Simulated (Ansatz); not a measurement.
```yaml
atoms:
  - { symbol: C, position_ang: [-0.0126, -0.3799, -0.0539] }
  - { symbol: O, position_ang: [-0.0030, -0.3736, 1.0519] }
  - { symbol: O, position_ang: [-0.0154, 0.6585, -0.9479] }
  - { symbol: H, position_ang: [-0.0200, -1.2939, -0.6847] }
  - { symbol: H, position_ang: [-0.0399, 1.4150, -0.3451] }
```

Basis set: def2-TZVP (spherical functions). Frozen core: 3 orbitals. Charge 0, multiplicity 1.

Computed with Ansatz (development build ahead of 0.2.0); each method stands on the lowest determinant of its kind that the runs found. Restricted open shells among the atoms or ions are ROHF, correlated in semicanonical orbitals with singles.

Problem. Give the atomization energy at this shape (free ground-state atoms in the same class of orbitals less the molecule, no zero-point energy) of singlet CH₂O₂ by RHF-MP2, RHF.

Solution.

```
 method  atomization energy
RHF-MP2            21.15 eV
    RHF            14.40 eV
```

Caution: the shape is not the minimum.
